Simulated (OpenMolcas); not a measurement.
A calculation on Co II.

* Program: OpenMolcas 26.06
* Method: CASSCF
* Basis: ANO-RCC-VTZP [6s5p3d2f1g]
* Scalar Hamiltonian: DKH2, point nucleus
* Active space: 8 electrons in 6 orbitals (3d 4s)
* State averaging: 2S+1 = 3 even, 55 roots; 2S+1 = 5 even, 10 roots kept (CI in the orbitals of an earlier block); 2S+1 = 1 even, 33 roots kept (CI in the orbitals of an earlier block)
* Spin-orbit coupling: state interaction with AMFI integrals over the reference wave functions, term energies averaged over their components

**Question.** Which level of the active space comes out lowest?

**Answer.** 3d7 4s 5F5, with 100 % of that term.

**Question.** How high does 3d7 4s 5F2 lie?

**Answer.** 1571 cm-1 above the lowest level.

**Question.** How high does 3d7 4s 5P2 lie?

**Answer.** 18756 cm-1 above the lowest level.

**Question.** How high does 3d7 4s 3G5 lie?

**Answer.** 20516 cm-1 above the lowest level.

Without dynamic correlation excited terms often stand tens of per cent too high (terms of higher spin than the ground term too low), and those without a measured partner can miss by more than the paired ones. Terms from blocks run as CI alone lack orbitals of their own. The lowest computed level is not the ground level that NIST lists (3F4). Only configurations of the active space appear.
